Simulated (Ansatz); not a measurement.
`[SiH3][SiH]1CBC1` + `CSBCl` → `CSB[SiH3]` + `Cl[SiH]1CBC1`  (redistribution)

Calculated with Ansatz (gas phase, PBE0-D4/def2-TZVP geometries, no zero-point term in ΔE). CCSD(T)/CBS adds triple-zeta CCSD(T) − MP2 to the extrapolated MP2 energy (def2 sets, frozen cores). Functionals use def2-TZVPP. Each species was taken in one conformer, which may not be the lowest.

`[SiH3][SiH]1CBC1`:

Z-matrix (Å, degrees):
```
Si
C 1 1.927
B 1 2.182 2 43.8
Si 1 2.332 2 117.7 3 90.5
C 1 1.927 2 81.4 3 -26.3
H 1 1.487 2 112.6 3 -137.3
H 2 1.085 1 125.0 3 -119.2
H 2 1.094 1 100.3 3 115.5
H 3 1.199 1 126.8 2 109.6
H 4 1.488 1 110.5 2 72.2
H 4 1.488 1 110.5 2 -167.8
H 4 1.487 1 109.6 2 -47.8
H 5 1.094 1 100.3 2 -89.2
H 5 1.085 1 125.0 2 145.5
```

`CSBCl`:

Cartesian coordinates in Å:
```
C -0.787 -0.024 -1.040
S -0.816 -0.104 0.767
B 0.890 0.026 1.204
Cl 1.336 -0.007 2.895
H 0.236 0.081 -1.395
H -1.223 -0.938 -1.442
H -1.379 0.830 -1.366
H 1.742 0.137 0.378
```

`CSB[SiH3]`:

Cartesian coordinates in Å:
```
C 0.997 1.796 -1.266
S -0.101 1.198 0.044
B 0.001 -0.546 0.033
Si -1.099 -1.564 1.370
H 1.755 2.441 -0.824
H 0.411 2.374 -1.981
H 1.470 0.953 -1.766
H 0.713 -1.089 -0.760
H -0.212 -2.396 2.232
H -1.905 -0.677 2.253
H -2.030 -2.490 0.665
```

`Cl[SiH]1CBC1`:

```xyz
11

Cl    0.089   -0.036    2.859
Si   -0.484   -0.322    0.903
C    -0.444    1.189   -0.219
B     0.133    0.118   -1.208
C     0.841   -0.933   -0.285
H    -1.749   -1.089    0.937
H     0.357    1.782    0.244
H    -1.283    1.830   -0.474
H    -0.224   -0.063   -2.336
H     1.751   -0.519    0.172
H     1.014   -1.960   -0.592
```

CCSD(T)/CBS gives -2.0 kcal/mol.

(1) Another level gave -1.5 kcal/mol. Which?
A. ωB97M-V/def2-TZVPP
B. r2SCAN/def2-TZVPP
C. PBE-D4/def2-TZVPP
D. HF/def2-TZVPP

Largest T1 diagnostic among the species: 0.015.

## Answers

(1) B. r2SCAN -1.5, HF/def2-TZVPP -5.1, PBE-D4 0.4, ωB97M-V -2.7 kcal/mol.

From PBE to PBE0 (25 % exact exchange), in def2-TZVPP and without D4, ΔE moves by −1.0 kcal/mol. In def2-TZVPP, CCSD(T) changes the Hartree–Fock value by +3.8 kcal/mol (the triples alone add +0.8 kcal/mol) and MP2 by +3.8 kcal/mol.
